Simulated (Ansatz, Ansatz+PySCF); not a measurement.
```xyz
6

C     0.0000    0.0000   -0.7812
C     0.0000    0.0000    0.7812
H     0.0000   -1.0071   -1.4068
H     0.0000    1.0071   -1.4068
H    -1.0071    0.0000    1.4068
H     1.0071    0.0000    1.4068
```

Basis set: def2-SVP (spherical functions). Correlated methods keep 2 orbitals frozen. Correlation on ROHF uses semicanonical orbitals with singles. Charge 0, multiplicity 3.

Computed with Ansatz (development build ahead of 0.2.0); each method stands on the lowest determinant of its kind that the runs found.

(1) Give the atomization energy at this shape (free ground-state atoms in the same class of orbitals less the molecule, no zero-point energy) of triplet C₂H₄ by UHF-CCSD(T), ROHF-MP2, UHF-MP2, UHF, ROHF.

## Answers

(1)

```csv
method,atomization energy
UHF-CCSD(T),20.00 eV
ROHF-MP2,19.91 eV
UHF-MP2,19.87 eV
UHF,16.13 eV
ROHF,16.16 eV
```

Caution: another spin multiplicity may lie lower; the shape is not the minimum.
